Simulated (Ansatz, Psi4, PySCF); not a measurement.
C4H5, doublet (typed; the unrestricted solution is spin-contaminated), at a GFN2-xTB geometry. Base run: MP2/6-31G* (PySCF).

Input for PySCF:
```python
from pyscf import gto, scf, mp

mol = gto.Mole()
mol.atom = '''
    C     0.600860    1.813513    0.015565
    C     0.616104    0.514451    0.003281
    C    -0.565259   -0.355802   -0.001915
    C    -0.487699   -1.678902   -0.014584
    H    -0.112541    2.604878    0.024841
    H     1.560762   -0.020559   -0.004168
    H    -1.522082    0.147586    0.005267
    H     0.459133   -2.193767   -0.021848
    H    -1.369306   -2.297694   -0.018172
'''
mol.basis = '6-31g*'
mol.charge = 0
mol.spin = 1
mol.verbose = 4
mol.build()

mf = scf.UHF(mol)
mf.kernel()

pt = mp.MP2(mf)
pt.kernel()
print('E(MP2) = %.10f' % pt.e_tot)
```

The same geometry, method and basis name were run in Ansatz (a quantum-chemistry and plane-wave program) and Psi4 and PySCF, at each program's defaults and at the settings that a row names. The base is PySCF at its defaults. Differences at the defaults can come from grids, fitting, cores and function types together.

```tsv
code and settings	ΔE vs base (mEh)	basis functions	E (Eh)	SCF cycles
PySCF, defaults (exact integrals, spherical functions, all electrons correlated)	0.000	66	-154.72984	20
Psi4, defaults (density fitting with its default set, Cartesian functions, all electrons correlated)	-14.372	70	-154.74421	22
Ansatz, defaults (factorised integrals, Cartesian functions, frozen core)	4.203	70	-154.72563	-
PySCF, frozen core	9.865	66	-154.71997	20
Psi4, exact integrals, spherical functions, frozen core	9.860	66	-154.71998	22
Ansatz, high accuracy, frozen core, Cartesian functions as the basis file defines them	4.198	70	-154.72564	-
```

Open shells are given as the SCF converged; they aren't shown to be the lowest states, and a large step between rows can be another state.
